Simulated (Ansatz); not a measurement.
A run for Ansatz (a quantum-chemistry and plane-wave program): U-PBE0/def2-TZVPP on TaO, 2S+1 = 6, a spin state set in the input, which need not be the lowest. Elements past Kr take the def2 small-core potentials; no spin–orbit coupling.

Ansatz 0.2 input:
```yaml
crystal:
  periodic: [false, false, false]
  atoms:
    - {symbol: Ta, position_ang: [0.00000000, 0.00000000, 0.00000000]}
    - {symbol: O, position_ang: [0.00000000, 0.00000000, 2.24200000]}
basis:
  gaussian:
    orbitals: def2-TZVPP
hamiltonian:
  xc: {name: PBE0}
magnetization: {spin_polarized: true, initial_magnetization: 5}
relax: {f_tol: 0.002, max_steps: 120}
```

The log:

```
WARN ansatz: RAYON_NUM_THREADS=2 ignored (pool sized by the plan → 2); use --threads N
Functional definition: PBE0
integrals: 0.02 GiB planned
559 factors; their error is unknown
mean field: 0.26 GiB planned
mean field evaluation 1: about -3588.4654 eV, gradient 2.3e1 eV
mean field evaluation 2: about -3576.2399 eV, gradient 5.7e1 eV
mean field evaluation 4: about -3590.6900 eV, gradient 2.3e0 eV
mean field evaluation 8: about -3590.7417 eV, gradient 4.6e-2 eV
mean field evaluation 16: about -3590.7453 eV, gradient 1.6e-4 eV
mean field evaluation 32: about -3590.9014 eV, gradient 2.2e-5 eV
mean field -3590.90139110 eV, -131.9631921224 hartree, gradient 3.0e-6 eV, S^2 8.754255; 5 other end points of the search recorded, 0 dependent functions left out
the calculation of the forces begins
reference -3590.90142244 eV, -131.9631932744 hartree; 13, 8 occupied and 74, 79 virtual orbitals, 559 factors
relax step   1: F+E_penalty+E_count = -3590.90139110 eV  Δ(F+E_penalty+E_count) = +0.000e0 eV  max|allowed force component| = 3.078e0 eV/Å  Δτ_max = 0.0000 Å  (216 SCF iters, accepted)
these checks for a lower state are left out or cut short: starts, cluster_reference, orbital_swaps, neighbouring_geometries, increment
integrals: 0.02 GiB planned
559 factors; their error is unknown
mean field: 0.27 GiB planned
mean field evaluation 64: about -3589.9174 eV, gradient 2.0e2 eV
mean field -3591.23091917 eV, -131.9753020556 hartree, gradient 2.4e-5 eV, S^2 8.754241; 0 other end points of the search recorded, 0 dependent functions left out
the calculation of the forces begins
reference -3591.23095150 eV, -131.9753032439 hartree; 13, 8 occupied and 74, 79 virtual orbitals, 559 factors
relax step   2: F+E_penalty+E_count = -3591.23091917 eV  Δ(F+E_penalty+E_count) = -3.295e-1 eV  max|allowed force component| = 3.450e0 eV/Å  Δτ_max = 0.1950 Å  (77 SCF iters, accepted)
these checks for a lower state are left out or cut short: starts, cluster_reference, orbital_swaps, neighbouring_geometries, increment
integrals: 0.02 GiB planned
559 factors; their error is unknown
mean field: 0.27 GiB planned
mean field -3591.41851757 eV, -131.9821961697 hartree, gradient 3.7e-6 eV, S^2 8.754319; 0 other end points of the search recorded, 0 dependent functions left out
the calculation of the forces begins
reference -3591.41854991 eV, -131.9821973582 hartree; 13, 8 occupied and 74, 79 virtual orbitals, 559 factors
relax step   3: F+E_penalty+E_count = -3591.41851757 eV  Δ(F+E_penalty+E_count) = -1.876e-1 eV  max|allowed force component| = 6.661e-2 eV/Å  Δτ_max = 0.0615 Å  (76 SCF iters, accepted)
these checks for a lower state are left out or cut short: starts, cluster_reference, orbital_swaps, neighbouring_geometries, increment
integrals: 0.02 GiB planned
559 factors; their error is unknown
mean field: 0.27 GiB planned
mean field evaluation 96: about -3591.4144 eV, gradient 1.5e0 eV
mean field -3591.41862174 eV, -131.9821999978 hartree, gradient 3.9e-6 eV, S^2 8.754318; 0 other end points of the search recorded, 0 dependent functions left out
the calculation of the forces begins
reference -3591.41865408 eV, -131.9822011864 hartree; 13, 8 occupied and 74, 79 virtual orbitals, 559 factors
relax step   4: F+E_penalty+E_count = -3591.41862174 eV  Δ(F+E_penalty+E_count) = -1.042e-4 eV  max|allowed force component| = 3.861e-3 eV/Å  Δτ_max = 0.0015 Å  (75 SCF iters, accepted)
these checks for a lower state are left out or cut short: starts, cluster_reference, orbital_swaps, neighbouring_geometries, increment
integrals: 0.02 GiB planned
559 factors; their error is unknown
mean field: 0.27 GiB planned
mean field -3591.41862208 eV, -131.9822000106 hartree, gradient 1.0e-5 eV, S^2 8.754318; 0 other end points of the search recorded, 0 dependent functions left out
the calculation of the forces begins
reference -3591.41865443 eV, -131.9822011992 hartree; 13, 8 occupied and 74, 79 virtual orbitals, 559 factors
relax step   5: F+E_penalty+E_count = -3591.41862208 eV  Δ(F+E_penalty+E_count) = -3.478e-7 eV  max|allowed force component| = 1.050e-5 eV/Å  Δτ_max = 0.0001 Å  (52 SCF iters, accepted)
integrals: 0.02 GiB planned
559 factors; their error is unknown
mean field: 0.27 GiB planned
mean field evaluation 128: about -3591.2075 eV, gradient 9.7e-2 eV
mean field evaluation 160: about -3591.4085 eV, gradient 1.2e0 eV
mean field -3591.41862208 eV, -131.9822000106 hartree, gradient 1.0e-5 eV, S^2 8.754318; 6 other end points of the search recorded, 0 dependent functions left out
the calculation of the forces begins
reference -3591.41865443 eV, -131.9822011992 hartree; 13, 8 occupied and 74, 79 virtual orbitals, 559 factors
Total energy: -3591.41865443 eV, -131.9822011992 hartree
Atom 0 at    -0.000000     0.000000     0.135092 Å, force    -0.000000     0.000000    -0.000010 eV/Å
Atom 1 at     0.000000    -0.000000     2.106908 Å, force     0.000000    -0.000000     0.000010 eV/Å
Dipole moment:     0.000000     0.000000    -0.511370 e Å
```

The run converged.

Cost: roughly 50 core-seconds.
